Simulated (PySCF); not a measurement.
PySCF 2.14 output of a UHF calculation on a single atom or ion in def2-SVP (5s4p3d, 32 functions), with no relativity, point nucleus:

```
SCF conv_tol = 1e-09
number electrons alpha = 18  beta = 16
cycle= 1 E= -2750.32516821164  delta_E= -0.00369  |g|= 0.0229  |ddm|= 0.0665
cycle= 2 E= -2750.32550374678  delta_E= -0.000336  |g|= 0.00708  |ddm|= 0.0204
cycle= 3 E= -2750.3255395955  delta_E= -3.58e-05  |g|= 0.00035  |ddm|= 0.00939
cycle= 4 E= -2750.32553969843  delta_E= -1.03e-07  |g|= 9.14e-05  |ddm|= 0.000769
cycle= 5 E= -2750.32553970209  delta_E= -3.66e-09  |g|= 1.66e-05  |ddm|= 0.000149
cycle= 6 E= -2750.32553970228  delta_E= -1.89e-10  |g|= 2.38e-06  |ddm|= 4.82e-05
converged SCF energy = -2750.32553970228  <S^2> = 2.006195  2S+1 = 3.0041271
```

The run itself started from symmetry-adapted Hartree-Fock orbitals and held the occupation by maximum overlap, so the iterations belong to that start.

Which element, charge and spin multiplicity is this?

Kr²⁺ (krypton, charge +2), multiplicity 3; the state was [Ar] 3d10 4s2 4p4, high-spin 3P determinant.
